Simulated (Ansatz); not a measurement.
Ideal-gas functions of `BC(=O)O` at 500 K and 1 bar, from an Ansatz frequency run at PBE0-D4/def2-TZVP.

Molar mass 57.85 g/mol, point group Cs (symmetry number 1), electronic degeneracy 1, moments of inertia 39.804, 55.354, 90.794 u Å². Harmonic wavenumbers (cm⁻¹, unscaled): 172, 261, 445, 544, 676, 834, 912, 980, 1173, 1204, 1425, 1778, 2626, 2723, 3725.

Use S(trans) = R[1.5 ln M + 2.5 ln T − 1.1517]; rotational temperatures θ = 24.2544 K / I; S(rot) = R[ln(√π/σ · √(T³/θAθBθC)) + 1.5]; for each mode x = 1.438777 ν̃/T, S = R[x/(eˣ − 1) − ln(1 − e⁻ˣ)] and H = RT x/(eˣ − 1); 1 cm⁻¹ = 0.0119627 kJ/mol; R = 8.31446 J/(mol·K).

Problem. By hand: the entropy, in J/(mol·K).

Solution. Translation 170.2. Rotation: θ = 0.6093, 0.4382, 0.2671 K, giving 105.7. Vibration, mode by mode: 14.25, 10.89, 6.80, 5.39, 3.98, 2.78, 2.33, 2.00, 1.28, 1.19, 0.71, 0.31, 0.04, 0.03, 0.00, in all 52.0. Electronic 0.0. Sum 327.9 J/(mol·K).

Problem. By hand: H − E and G − E in kJ/mol, counted from the electronic energy.

Solution. Zero-point energy ½ × 19478 × 0.0119627 = 116.5; thermal vibration 15.1; translation, rotation and pV give 4 RT = 16.6. H − E = 148.2 kJ/mol, and G − E = 148.2 − 500 × 327.9/1000 = -15.8 kJ/mol.

Vibration gives 16 % of the entropy. The sum counts one conformer and one mirror image; others add a mixing term.
